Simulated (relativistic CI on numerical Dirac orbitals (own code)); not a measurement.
# Mn³⁺: 2p photoemission

Computed with this model: Dirac-Coulomb-Breit CI, KLI orbitals optimised for each configuration, model QED (radiative potential, 1s self-energy scaled to tabulated hydrogen-like ionisation energies), valence Slater integrals scaled by 0.8, multiplet model of photoemission in the sudden approximation; configurations [Ar] 3d4 → [He] 2s2 2p5 3s2 3p6 3d4; 80 K; Lorentzian 0.5 eV and Gaussian 0.6 eV FWHM. Energies are those of the free ion, without screening or charge transfer. The energies are binding energies and can lie tens of eV above those of solids. S is read from ⟨S²⟩ = S(S + 1).

Field parameters in Wybourne normalisation: D3d B²₀ = −7Dσ, B⁴₀ = −14Dq − 21Dτ, B⁴₃ = −14√(10/7) Dq. The field is a parameter set, without covalency.

free ion: ground-state S = 2.00, centroid 698.11 eV. Peaks (eV, height): 693.1 (100), 694.8 (59), 698.2 (19), 705.1 (40), 706.5 (32), 708.2 (12).

D3d, 10Dq = 15850, Dσ = -1200, Dτ = 350 cm⁻¹: ground-state S = 1.99, centroid 698.14 eV. Peaks (eV, height): 692.9 (100), 694.1 (80), 697.3 (15), 699.2 (13), 705.0 (54), 705.8 (55), 708.4 (11).

Strongest unbroadened transitions for D3d, 10Dq = 15850, Dσ = -1200, Dτ = 350 cm⁻¹:

```csv
Energy (eV),Relative strength
692.42,42.8
692.43,71.0
692.60,91.2
692.73,31.4
692.74,42.6
692.75,44.7
693.01,55.1
693.14,92.0
693.22,100.0
693.69,50.0
694.07,46.1
694.13,27.7
694.14,37.8
694.20,24.7
695.62,27.1
704.77,41.0
704.90,24.8
706.32,27.5
```
